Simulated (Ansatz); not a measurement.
Relaxation of AlBClH₅Si (9 atoms, charge 0, multiplicity 1), to a largest force component of 0.015 eV/Å in at most 40 steps.

The calculation used Ansatz 0.2.0, RKS r2SCAN/STO-3G.

```xyz
9
Properties=species:S:1:pos:R:3
Si -0.623 1.444 -0.597
Al 1.009 -0.254 0.004
B 2.589 0.045 1.361
Cl 2.087 1.680 1.564
H -1.654 1.025 -1.578
H -1.418 2.005 0.522
H 0.004 2.631 -1.223
H 0.876 -1.674 -0.676
H 3.539 -0.259 1.987
```

Task: Where does it end, and by what steps?

Result: The run converged. Limits of this set-up: minimal basis. After 15 steps the energy has fallen by 1.437 eV; Cl4 moved furthest, 1.58 Å.

```
step  energy less start (eV)  largest force component (eV/Å)  accepted
   0                  0.0000                           4.010       yes
   1                 -0.8181                           1.066       yes
   2                 -1.1253                           0.617       yes
   3                 -1.2063                           0.640       yes
   4                 -1.2161                           0.299       yes
   5                 -1.2228                           0.424       yes
   6                 -1.2690                           0.226       yes
   7                 -1.3052                           0.302       yes
   8                 -1.3285                           0.576       yes
   9                 -1.3801                           0.224       yes
  10                 -1.4147                           0.126       yes
  11                 -1.4254                           0.343       yes
  12                 -1.4086                           0.502        no
  13                 -1.4307                           0.285       yes
  14                 -1.4367                           0.062       yes
  15                 -1.4369                           0.007       yes
```

```xyz
9
Properties=species:S:1:pos:R:3
Si -0.733 1.306 -0.581
Al 1.133 0.014 -0.209
B 2.273 0.288 1.441
Cl 3.646 1.444 1.469
H -1.784 0.609 -1.294
H -1.339 1.813 0.632
H -0.419 2.473 -1.382
H 1.515 -1.060 -1.194
H 2.118 -0.247 2.482
```

The run took 58 s on 1 thread of Arm Neoverse V1, with other jobs on the host, peak memory 0.16 GiB.
